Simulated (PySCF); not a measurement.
GeH2Cl2, SMILES [Cl][GeH2][Cl].

The structure is a stationary point at B3LYP-D3(BJ)/def2-TZVP.

Level of theory: PySCF with B3LYP/def2-TZVPD.

Symmetry labels are those of the subgroup C2v that the program uses (full group C2v).

Computed valence orbital energies around the gap with their symmetry:
| orbital | symmetry | energy (eV) |
|---|---|---|
| HOMO−7 | A1 | -15.69 |
| HOMO−6 | B2 | -11.25 |
| HOMO−5 | B1 | -11.05 |
| HOMO−4 | A1 | -11.04 |
| HOMO−3 | A1 | -9.28 |
| HOMO−2 | A2 | -9.19 |
| HOMO−1 | B1 | -8.96 |
| HOMO | B2 | -8.81 |
| LUMO | A1 | -1.36 |
| LUMO+1 | B1 | -0.71 |
| LUMO+2 | A1 | -0.26 |
| LUMO+3 | A1 | 0.63 |
